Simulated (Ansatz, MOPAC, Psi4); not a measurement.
Reaction (SMILES): B=[N] (BNH) → [B]=N (BNH)

Wanted: isomerisation energy (enthalpy at 298 K), in kcal/mol. Set-up: valence correlation only; spin-orbit terms left out; 6-311+G** with 5d; 6-31G* and kin with 6d, 5d where marked; open shells spin-unrestricted; non-relativistic; no dispersion term unless named. CBS marks a two-point X^-3 extrapolation of the correlation energy; Hartree-Fock from the larger set. Ab initio and DFT rows: single points at B3LYP-D3(BJ) geometries (Ansatz, a first-principles code), with unscaled harmonic terms from B3LYP/6-31G* at its own minima. Semi-empirical rows: MOPAC heats of formation at their own minima for 298 K. A UHF reference is markedly spin-contaminated in at least one set, which strains HF and MP2.

Coupled cluster (Ansatz) is a level with limits of its own, used here on species with T1 under 0.025 (0.045 for open shells) and stable references: CCSD(T)/CBS(aug-cc-pVTZ,aug-cc-pVQZ).

Value to compare with, CCSD(T)/CBS(aug-cc-pVTZ,aug-cc-pVQZ) (Ansatz): -19.0 kcal/mol.

| level | program | isomerisation energy (enthalpy at 298 K) (kcal/mol) | difference |
|---|---|---|---|
| MNDO | MOPAC | -12.0 | 7.0 |
| HF/6-31G* | Ansatz | -7.0 | 12.0 |
| PBE/6-31G* | Ansatz | -13.9 | 5.1 |
| BLYP/6-31G* | Ansatz | -9.4 | 9.6 |
| B3LYP/6-31G* | Ansatz | -9.6 | 9.4 |
| B3LYP/6-31G** | Ansatz | -11.6 | 7.4 |
| PBE0/6-311+G** | Ansatz | -17.6 | 1.4 |
| wB97X-D/6-31G* | Psi4 | -12.1 | 6.9 |
| MP2/6-31G* | Ansatz | -18.0 | 1.0 |
| MP2/6-311+G** | Ansatz | -21.9 | -2.9 |
| r2SCAN-D4/def2-TZVPD | Ansatz + dftd4 | -19.1 | -0.1 |
| B3LYP-D3(BJ)/def2-TZVPD | Ansatz + dftd3 | -14.9 | 4.1 |
| PBE0/def2-TZVPD | Ansatz | -18.2 | 0.8 |

Among the 10 habitual levels, HF/6-31G* lies farthest from CCSD(T)/CBS(aug-cc-pVTZ,aug-cc-pVQZ) (Ansatz) (12.0 kcal/mol); 9 of 10 lie above it, and their mean absolute difference is 6.3 kcal/mol, the median 7.0. One case shows no general order.

The levels are drawn from those run, B3LYP/6-31G* more often than the rest, none by its result; runs whose electronic state is in doubt are left out.
